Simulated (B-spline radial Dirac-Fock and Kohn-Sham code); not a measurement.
Model: relativistic Hartree-Fock (Dirac-Fock) wave functions, averaged over the configuration. Program: a B-spline atomic structure program.

Question: This computed X-ray form factor belongs to an atom or ion in its tabulated ground configuration. Which?

```csv
sin θ/λ (Å⁻¹),f₀
0.2,11.914
0.4,11.664
0.6,11.273
0.7,11.035
0.9,10.497
2,7.362
2.5,6.239
5,2.570
6,1.885
```

Answer: Te⁴⁰⁺, with 12 electrons in [Ne] 3s2. f₀ tends to the number of electrons as s goes to zero, which the first rows give only roughly, and the rate of fall reflects the nuclear charge, 52.

Question: This computed X-ray form factor belongs to an atom or ion in its tabulated ground configuration. Which?

```tsv
sin θ/λ (Å⁻¹)	f₀
0.07	67.353
0.09	66.938
0.1	66.695
0.28	59.121
0.6	41.975
0.73	36.463
1.32	21.099
3.49	7.696
4.24	5.875
```

Answer: Pt¹⁰⁺, with 68 electrons in [Xe] 4f14. f₀ tends to the number of electrons as s goes to zero, which the first rows give only roughly, and the rate of fall reflects the nuclear charge, 78.
